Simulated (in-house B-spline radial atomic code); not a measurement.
Atomic self-consistent-field run: Os. Level of theory: Dirac-Kohn-Sham PBE, spherical fractional occupations, Fermi nucleus of rms radius 5.4126 fm; calculated with an all-electron radial atomic-structure program (B-spline basis).

Command:
```bash
python run_scf.py task.json out
```
Settings (nuclear radius in fm, mass in u):
```
Z                76
configuration    [Xe] 4f14 5d6 6s2
hamiltonian      dirac
method           pbe,pbe
spin_polarised   False
nucleus          fermi
rms_radius       5.4126
atomic_mass      191.96148
speed_of_light   137.035999084
```

Output (hartree, bohr):
```
 radial grid: 77 intervals, B-splines of order 8, outer radius 50 bohr

 iter        energy (Eh)    residual
    1      -17277.038923    5.95e-01
    2      -17265.174867    3.30e-01
    3      -17276.689852    2.01e-01
    4      -17278.445978    8.25e-02
    5      -17278.333030    1.27e-01
    6      -17278.605648    7.30e-03
    7      -17278.609658    6.43e-03
    8      -17278.611701    2.82e-04
    9      -17278.611702    3.73e-05
   10      -17278.611703    8.46e-07
   11      -17278.611703    3.14e-08

 total energy                    -17278.61170
 kinetic                           19603.0357
 electron-nucleus                 -43285.7201
 Hartree                            6744.8739
 exchange-correlation               -340.8012

 first-order corrections (not in the total)
   Gaunt                            21.1535
   retardation                      -2.2436
   frequency dependence             -0.3775
   self-energy                      15.5466
   Uehling                          -3.0086
   Wichmann-Kroll                    0.1243
   recoil                            0.0302

 orbital      occ     eigenvalue          <r>       <r^2>       <1/r>     <1/r^2>       r_max    small
 1s1/2      2.000     -2709.7248     0.017738 0.000433625      90.409     19882.7     0.01103  8.26e-02
 2s1/2      2.000      -471.6079    0.0742659  0.00658575       22.09      2747.6      0.0636  1.88e-02
 2p1/2      2.000      -451.6280    0.0613041  0.00468456     22.0588      867.88      0.0471  1.89e-02
 2p3/2      4.000      -395.3597    0.0694953  0.00587974     18.3136     458.328     0.05415  1.69e-02
 3s1/2      2.000      -109.7421     0.193382   0.0429018     8.11078     621.473       0.179  6.22e-03
 3p1/2      2.000      -100.7806     0.183472   0.0392579     8.02671     199.768      0.1674  6.17e-03
 3p3/2      4.000       -88.5102     0.198587    0.045773     7.05546     107.085      0.1818  5.61e-03
 3d3/2      4.000       -73.4627     0.173435   0.0353281     6.95081     60.5745      0.1421  5.50e-03
 3d5/2      6.000       -70.8046     0.178068   0.0371102     6.72446     55.8512      0.1461  5.34e-03
 4s1/2      2.000       -23.1572     0.431757    0.210652     3.41734     156.657      0.4053  2.07e-03
 4p1/2      2.000       -19.3921     0.435706    0.216266     3.30765     49.3311      0.4044  1.98e-03
 4p3/2      4.000       -16.5102     0.469264     0.25053     2.97022      26.532      0.4344  1.77e-03
 4d3/2      4.000       -10.3241     0.482466    0.269661     2.75991     13.8592      0.4295  1.57e-03
 4d5/2      6.000        -9.7902     0.493777    0.282274      2.6802     12.7429      0.4389  1.51e-03
 5s1/2      2.000        -3.3547      1.00701     1.13903     1.34856     29.7383      0.9146  4.87e-04
 5p1/2      2.000        -2.1939      1.09988     1.36974     1.21987     8.37318      0.9745  4.08e-04
 5p3/2      4.000        -1.7444      1.20089      1.6351     1.09846     4.47925       1.056  3.46e-04
 4f5/2      6.000        -1.9627     0.552486    0.376528      2.2575     6.43702      0.4033  1.12e-03
 4f7/2      8.000        -1.8596     0.560672     0.38814     2.22512     6.24687       0.408  1.10e-03
 5d3/2      2.400        -0.2537      1.76938     3.77951    0.750696     1.34219       1.332  1.67e-04
 5d5/2      3.600        -0.2152      1.85364     4.17318    0.717422      1.1941       1.376  1.54e-04
 6s1/2      2.000        -0.2260      2.98182      10.192    0.427384     2.87642       2.478  5.52e-05

 Slater integrals (Eh)
   F0(5d3/2,5d3/2)               0.515945
   F2(5d3/2,5d3/2)               0.260167
   F0(5d3/2,5d5/2)               0.504246
   F2(5d3/2,5d5/2)               0.253337
   G2(5d3/2,5d5/2)               0.253021
   G4(5d3/2,5d5/2)               0.164731
   F0(5d3/2,6s1/2)               0.359694
   G2(5d3/2,6s1/2)               0.092002
   F0(5d5/2,5d5/2)               0.493270
   F2(5d5/2,5d5/2)               0.247423
   F4(5d5/2,5d5/2)               0.160838
   F0(5d5/2,6s1/2)               0.356057
   G2(5d5/2,6s1/2)               0.099294
   F0(6s1/2,6s1/2)               0.303173
```

Run time, properties included: 3.6 s on 1 thread of Intel(R) Xeon(R) 6975P-C, on a shared host.

For the Dirac Hamiltonian the kinetic term is c α·p + (β - 1)c².
